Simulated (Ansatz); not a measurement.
Reactions of `C[S][Mg][Cl]`.

Calculated with Ansatz (gas phase, PBE0-D4/def2-TZVP geometries, no zero-point term in ΔE). CCSD(T)/CBS adds triple-zeta CCSD(T) − MP2 to the extrapolated MP2 energy (def2 sets, frozen cores). This one scheme is used for every species, atoms too. Functionals use def2-TZVPP. B3LYP here is the variant with VWN-RPA as its local correlation; programs differ in this. Open shells (•) are unrestricted, without spin–orbit coupling. Spin–orbit coupling would lower the free atoms: a little for Cl. Elements past krypton have def2 core potentials. Bonds to Ge, Mg, Sn are less sure, by a few kJ/mol each and by 10 to 20 or more in all where they break to atoms, as the def2 sets lack core-valence functions. Scalar relativity is left out up to krypton. Each species was taken in one conformer, which may not be the lowest.

```csv
reaction,CCSD(T)/CBS(def2) (kJ/mol)
`C[S][Mg][Cl]` + `[SiH3]N[SiH3]` → `[SiH3][N]([SiH3])[Mg][Cl]` + CH₃SH,14
`C[S][Mg][Cl]` + `[F][Ge][SH]` → `C[S][Ge][F]` + `[SH][Mg][Cl]`,-20
`C[S][Mg][Cl]` + H₂S → `[SH][Mg][Cl]` + CH₃SH,-18
`C[S][Mg][Cl]` + H₂ → `[MgH][Cl]` + CH₃SH,94
`C[S][Mg][Cl]` → Cl• + `C[S][Mg]`•,486
`C[S][Mg][Cl]` + H₂ → `C[S][MgH]` + HCl,?
`C[S][Mg][Cl]` + H₂O → `C[S][Mg][OH]` + HCl,?
`C[S][Mg][Cl]` + `[OH][Sn]([F])([F])[F]` → `C[O][Sn]([F])([F])[F]` + `[SH][Mg][Cl]`,27
```

Q: Fill in the missing values. (Best estimate.)

A: Ansatz gave: `C[S][Mg][Cl]` + H₂ → `C[S][MgH]` + HCl: +184.4 kJ/mol; `C[S][Mg][Cl]` + H₂O → `C[S][Mg][OH]` + HCl: +81.9 kJ/mol.

Largest T1 diagnostic: 0.015, for `[OH][Sn]([F])([F])[F]`.
